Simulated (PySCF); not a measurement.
Species: C₃H₁₂NOSi₂ (doublet state).
Geometry (GFN2-xTB, Å), atoms numbered from 1 in this order:
```xyz
19
C3H12NOSi2 angstrom
C      3.4628    0.7850   -0.4592
N      2.9768   -0.5526   -0.6784
Si     1.5661   -1.2008    0.0730
Si    -0.0805    0.2766   -0.5133
C     -1.7894   -0.1997    0.2010
O     -2.6581    0.8404   -0.1919
C     -3.9791    0.6645    0.2422
H      4.0802    1.1060   -1.3012
H      2.6100    1.4578   -0.3743
H      4.0608    0.8695    0.4564
H      3.7393   -1.1910   -0.8424
H      1.6528   -1.3024    1.5511
H      1.6312   -2.5974   -0.3966
H     -0.3608    0.6331   -1.9136
H     -1.7784   -0.2975    1.2960
H     -2.1488   -1.1630   -0.1965
H     -4.0393    0.6498    1.3387
H     -4.5544    1.5049   -0.1418
H     -4.4010   -0.2738   -0.1417
```

The hyperfine couplings belong to this conformer and change with its torsions.

The species is `CN[SiH2][SiH]COC` [radical].

Computed, not measured: PySCF, UKS B3LYP, pcH-1 on C H N O Si, non-relativistic, mean-field spin-orbit, GIAO. Geometry: GFN2-xTB, one conformer, isolated molecule. A GFN2-xTB geometry isn't a minimum of the functional, and hyperfine couplings can be far from their values at a DFT geometry, by a factor of two or more for some ions and for spin on atoms past the first row. Stability of the SCF solution: not tested.

Problem. Where do the isotropic ENDOR lines of C5, C1, C7, N2, H15/H16, H14, H8/H9/H10, H11 and Si3 fall at 342.6 mT, to first order?

Solution. ν± = |νn ± a/2|, one line for each electron-spin manifold; νn = |g_N| × 7.62259 MHz/T × B.

```csv
nuclei,isotope,g_N,νn (MHz),a_iso (MHz),lower line (MHz),upper line (MHz)
C5,13C,1.4048,3.67,-8.09,0.37,7.71
C1,13C,1.4048,3.67,6.73,0.30,7.04
C7,13C,1.4048,3.67,-0.92,3.21,4.13
N2,14N,0.4038,1.05,-1.42,0.34,1.77
H15/H16,1H,5.5857,14.59,30.10,0.46,29.64
H14,1H,5.5857,14.59,26.40,1.39,27.79
H8/H9/H10,1H,5.5857,14.59,2.44,13.37,15.81
H11,1H,5.5857,14.59,-0.91,14.13,15.04
Si3,29Si,-1.1106,2.90,-28.77,11.48,17.28
```

The rows for 13C and 29Si, of low natural abundance, apply to labelled samples.

Problem. Which pairs are centred on the nuclear Larmor frequency, and which on half the coupling?

Solution. Centred on νn, since |a| < 2νn: C1, C7, N2, H14, H8/H9/H10 and H11. Centred on |a|/2 and split by 2νn: C5, H15/H16 and Si3.

Couplings of abundant isotopes left out: H12/H13 (29.7 MHz).

Nuclei that the bonding pattern makes equivalent are averaged, as if the motion that swaps them (rotation, inversion, ring flip) were fast. The three 1H nuclei of mean +2.4 MHz run from -0.7 to 4.4 MHz in the frozen geometry. The 1H value of +30.1 MHz is a mean of couplings from 9.8 to 50.4 MHz in this one geometry, not an average over conformers.

On one thread of an Arm Neoverse V1, no GPU, shared host with 32 logical CPUs at a one-minute load of 40, this took 2.2 min (with the writing of density and orbital grids) and 1.1 GiB of memory at its peak.
